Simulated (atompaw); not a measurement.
**Varying the PAW (atompaw) potential for Au**

Base potential:

* Element: Au (Z = 79)
* Generator: atompaw 4.2.0.5
* Type: PAW
* Functional: LDA (PW92)
* Relativity: scalar-relativistic
* Frozen core: [Xe]
* Valence charge: 25
* Reference configuration: 4f14 5d10 6s0.5 6p0 (charge +0.5)
* Partial waves: 6s (bound): rc 2.45 bohr; 6s channel at 0.9 Ry: rc 2.45 bohr; 6p (bound, empty): rc 3.00 bohr; 6p channel at 0.1 Ry: rc 3.00 bohr; 5d (bound): rc 1.70 bohr; 5d channel at -0.45 Ry: rc 3.00 bohr; 4f (bound): rc 0.70 bohr; 4f channel at -5.85 Ry: rc 0.70 bohr
* Local potential: bessel scheme, radius 2.75 bohr
* Core correction: smooth core density matched at 2.10 bohr
* Augmentation charge: sinc compensation charge, radius 2.65 bohr; PAW radius 3.00 bohr; waves and projectors: custom polynom gramschmidtortho

Cutoffs, loose and tight: the cutoffs (Ry, on a coarse ladder) from which the occupation-weighted sum of valence levels, in a spherical-Bessel basis at the reference potential, stays within 10 and 1 mRy of its value at 400 Ry. They see the waves, projectors and local potential, not the compensation charge or the core. A dash means not determined.

A true bound ghost makes a file unfit for plane-wave use even where its test errors are small: the radial tests pick states by their node count and pass the ghost by.

Cutoffs are not given where the Bessel-basis levels miss the radial ones by over 6 mRy, ghosts where they miss by over 20 mRy; a channel whose overlap is not positive is not tested.

```tsv
change	outcome	cutoff, loose	cutoff, tight	bound ghosts
base	generated	over 300 Ry	over 300 Ry	none
all radii scaled by about 0.74 (s 1.80, p 2.22, d 1.26, f 0.52 bohr); local potential bessel scheme, radius 2.02 bohr; augmentation sinc compensation charge, radius 1.96 bohr; PAW radius 2.22 bohr; waves and projectors: custom polynom gramschmidtortho; core correction smooth core density matched at 1.54 bohr	generated	–	–	s
all radii scaled by about 0.80 (s 1.96, p 2.40, d 1.36, f 0.56 bohr); local potential bessel scheme, radius 2.20 bohr; augmentation sinc compensation charge, radius 2.12 bohr; PAW radius 2.40 bohr; waves and projectors: custom polynom gramschmidtortho; core correction smooth core density matched at 1.68 bohr	generated	–	–	s
all radii scaled by about 1.09 (s 2.68, p 3.28, d 1.86, f 0.76 bohr); local potential bessel scheme, radius 3.02 bohr; augmentation sinc compensation charge, radius 2.90 bohr; PAW radius 3.28 bohr; waves and projectors: custom polynom gramschmidtortho; core correction smooth core density matched at 2.30 bohr	generated	over 300 Ry	over 300 Ry	none
all radii scaled by about 1.16 (s 2.84, p 3.48, d 1.96, f 0.82 bohr); local potential bessel scheme, radius 3.18 bohr; augmentation sinc compensation charge, radius 3.06 bohr; PAW radius 3.48 bohr; waves and projectors: custom polynom gramschmidtortho; core correction smooth core density matched at 2.44 bohr	generated	over 300 Ry	over 300 Ry	none
all radii scaled by about 1.20 (s 2.94, p 3.60, d 2.04, f 0.84 bohr); local potential bessel scheme, radius 3.30 bohr; augmentation sinc compensation charge, radius 3.18 bohr; PAW radius 3.60 bohr; waves and projectors: custom polynom gramschmidtortho; core correction smooth core density matched at 2.52 bohr	generated	over 300 Ry	over 300 Ry	none
all radii scaled by about 1.29 (s 3.18, p 3.88, d 2.20, f 0.90 bohr); local potential bessel scheme, radius 3.56 bohr; augmentation sinc compensation charge, radius 3.42 bohr; PAW radius 3.88 bohr; waves and projectors: custom polynom gramschmidtortho; core correction smooth core density matched at 2.72 bohr	generated	over 300 Ry	over 300 Ry	none
```

Question: What comes out with this change to the base: all radii scaled by about 0.95 (s 2.32, p 2.84, d 1.60, f 0.66 bohr); local potential bessel scheme, radius 2.60 bohr; augmentation sinc compensation charge, radius 2.50 bohr; PAW radius 2.84 bohr; waves and projectors: custom polynom gramschmidtortho; core correction smooth core density matched at 1.98 bohr?

Answer: outcome: generated; bound ghosts: none.

Question: What comes out with this change to the base: all radii scaled by about 0.90 (s 2.20, p 2.70, d 1.52, f 0.62 bohr); local potential bessel scheme, radius 2.48 bohr; augmentation sinc compensation charge, radius 2.38 bohr; PAW radius 2.70 bohr; waves and projectors: custom polynom gramschmidtortho; core correction smooth core density matched at 1.88 bohr?

Answer: outcome: generated; bound ghosts: not determined.

Reading the sweep of the scale of all radii (base = 1) (base included, trends over the rows without a ghost): Bound ghosts are found at 0.74, 0.8.
